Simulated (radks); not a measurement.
Values are calculated unless marked as measured or tabulated.
Question: These are the eigenvalues of the occupied orbitals of an atom or ion with whole-number occupations (eV). Code: a radial shooting solver on a logarithmic mesh with Libxc functionals. Model: non-relativistic Kohn-Sham, BLYP, spin-polarised, spherical densities, point nucleus.

1s up: -10182.50
1s down: -10182.50
2s up: -1322.101
2s down: -1320.415
2p up: -1181.592
2p down: -1180.346
3s up: -228.5682
3s down: -225.7309
3p up: -182.6577
3p down: -179.8470
3d up: -103.1844
3d down: -100.3751

Which element is it, and in what charge state? The configuration may be excited. Open shells, if any, are filled with parallel spins first.

Answer: Z = 31, gallium, charge +5: Ga5+ in [Ar] 3d8. The list shows which subshells hold electrons but not how many an open one holds; the 1s level, -374.2 hartree, gives Z - s = 27.4 by -(Z - s)^2/2, which with screening narrows Z to a few neighbours, and the depths of the outer levels then fix element, charge and occupations together.
